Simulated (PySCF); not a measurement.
How methods differ on the ionisation energy of Br

Br [Ar] 3d10 4s2 4p5 (2P) → Br⁺ [Ar] 3d10 4s2 4p4 (3P), as a difference of total energies. Calculation: PySCF 2.14, in aug-cc-pwCVDZ-PP with ECP10MDF; a scalar-relativistic core potential. Correlated levels: valence: 3s2 3p6 3d10 frozen; valence and next inner shell: nothing frozen outside the core potential. The calculations carry no spin-orbit coupling.

```
                                method  ionisation energy (eV)  error (eV)
                                   UHF                  10.741      -1.103
                                   LDA                  12.050      +0.206
                                   PBE                  11.775      -0.069
                                  PBE0                  11.790      -0.054
                                r2SCAN                  11.865      +0.021
                                 M06-L                  11.643      -0.201
                                 B3LYP                  11.908      +0.064
                                   M06                  11.671      -0.173
                                  BLYP                  11.728      -0.116
                         MP2 (valence)                  11.413      -0.431
                     SCS-MP2 (valence)                  11.392      -0.452
    MP2 (valence and next inner shell)                  11.470      -0.374
SCS-MP2 (valence and next inner shell)                  11.428      -0.416
```

Reference: 11.844 eV (measured; NIST levels, between the centres of gravity of the two terms).

Errors of the correlated levels include the incompleteness of this basis and the frozen core.
